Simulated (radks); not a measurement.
Task: Species: neutral lutetium. Configuration: [Xe] 4f14 6s2 6p1 (not the ground configuration). Calculated with a radial shooting solver on a logarithmic mesh with Libxc functionals: Dirac Kohn-Sham, LDA (Slater exchange, Perdew-Wang correlation), spin-unpolarised, spherical densities, point nucleus; open shells fill j = l - 1/2 first. Some entries of the table are withheld. Estimate them.

orbital  occ.  eigenvalue (Ry)  <r^2> (bohr^2)
1s1/2       2        -4638.678       0.0005126
2s1/2       2        -789.3855        0.007868
2p1/2       2        -753.6540        0.005645
2p3/2       4        -671.6033        0.006854
3s1/2       2        -179.0044         0.05168
3p1/2       2        -163.1749         0.04759
3p3/2       4        -145.6791         0.05431
3d3/2       4        -118.7345         0.04239
3d5/2       6        -114.9116         0.04424
4s1/2       2        -35.75573             (1)
4p1/2       2        -29.31393          0.2683
4p3/2       4        -25.31721          0.3057
4d3/2       4              (2)          0.3404
4d5/2       6              (3)          0.3551
5s1/2       2              (4)           1.541
5p1/2       2         -2.91451           1.952
5p3/2       4         -2.39846           2.304
4f5/2       6         -0.99568             (5)
4f7/2       8         -0.88341             (6)
6s1/2       2         -0.44079           13.39
6p1/2       1         -0.17901           24.02
6p3/2       0         -0.14638           28.55

Result: 
(1) 4s1/2 <r^2> (bohr^2): 0.2585
(2) 4d3/2 eigenvalue (Ry): -14.71156
(3) 4d5/2 eigenvalue (Ry): -13.98204
(4) 5s1/2 eigenvalue (Ry): -4.70651
(5) 4f5/2 <r^2> (bohr^2): 0.6740
(6) 4f7/2 <r^2> (bohr^2): 0.7084
